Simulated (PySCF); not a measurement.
**Simulated absorption spectrum**

Species: C2H10OSi4.
SMILES: `C#C[SiH2][SiH2]O[SiH2][SiH3]`

Computed with TDDFT wB97X-D/def2-SVPD, vertical, gas phase, core orbitals frozen in the response (PySCF). Geometry: GFN2-xTB, one conformer, isolated molecule. Torsions of this conformer, `[CH:1]#[C:2][SiH2:3][SiH2:4][O:5][SiH2:6][SiH3:7]`: C2–Si3–Si4–O5 -28°, Si3–Si4–O5–Si6 31°, Si4–O5–Si6–Si7 50°.

Broadening: Gaussians 0.5 eV wide at half height, area fixed by f = 4.319×10⁻⁹ ∫ε dν̃. The cross-section is σ = 3.8235×10⁻²¹ ε cm², given in Mb (10⁻¹⁸ cm²). The width is an assumption, not a result. The curve ends short of the highest state used, and states not computed would add to its high-energy end.

(E (eV), σ (Mb)): (5.20, 0.01), (5.23, 0.02), (5.25, 0.03), (5.28, 0.04), (5.30, 0.06), (5.33, 0.09), (5.35, 0.11), (5.38, 0.17), (5.40, 0.21), (5.42, 0.27), (5.45, 0.39), (5.47, 0.48), (5.50, 0.66), (5.52, 0.80), (5.55, 1.07), (5.57, 1.27), (5.60, 1.63), (5.62, 1.91), (5.65, 2.38), (5.67, 2.72), (5.70, 3.29), (5.72, 3.69), (5.75, 4.32), (5.77, 4.75), (5.80, 5.40), (5.82, 5.82), (5.85, 6.44), (5.87, 6.82), (5.89, 7.18), (5.92, 7.65), (5.94, 7.91), (5.97, 8.23), (5.99, 8.38), (6.02, 8.52), (6.04, 8.56), (6.07, 8.53), (6.09, 8.46), (6.12, 8.28), (6.14, 8.11), (6.17, 7.81), (6.19, 7.57), (6.22, 7.17), (6.24, 6.89), (6.27, 6.44), (6.29, 6.13), (6.32, 5.65), (6.34, 5.34), (6.36, 5.03), (6.39, 4.59), (6.41, 4.31), (6.44, 3.94), (6.46, 3.72), (6.49, 3.45), (6.51, 3.31), (6.54, 3.18), (6.56, 3.15)

**Question.** Where are the band maxima, and which computed states make them?

**Answer.** 205 nm (6.05 eV), ε about 2200, made up of S1 (66%), S3 (15%) and S4 (16%) (ε in L mol⁻¹ cm⁻¹; maxima over ε = 5, shares over 10%). The states used: S1 5.95 eV (f 0.030); S2 6.02 eV (f 0.0008); S3 6.21 eV (f 0.0081); S4 6.24 eV (f 0.010); S5 6.43 eV (f 0.0042); S6 6.92 eV (f 0.017); S7 7.01 eV (f 0.016); S8 7.16 eV (f 0.020).

**Question.** Coming from long wavelengths, where does ε first pass 100 L mol⁻¹ cm⁻¹?

**Answer.** At about 228 nm (5.45 eV), 0.50 eV below S1.

**Question.** On this curve, what absorbance would a 10⁻³ mol/L sample give at 193 nm over a 1 cm path?

**Answer.** 193 nm is 6.424 eV, where ε is about 1100 L mol⁻¹ cm⁻¹, so A = ε c l ≈ 1.1 (Beer–Lambert, with the gas-phase spectrum and the assumed width).

**Question.** What would ε be at 6.05 eV, the highest of these maxima, with half the width (0.25 eV)?

**Answer.** About 2720 L mol⁻¹ cm⁻¹ against 2240, a factor of about 1.2; a lone state at its own centre would give exactly 2.
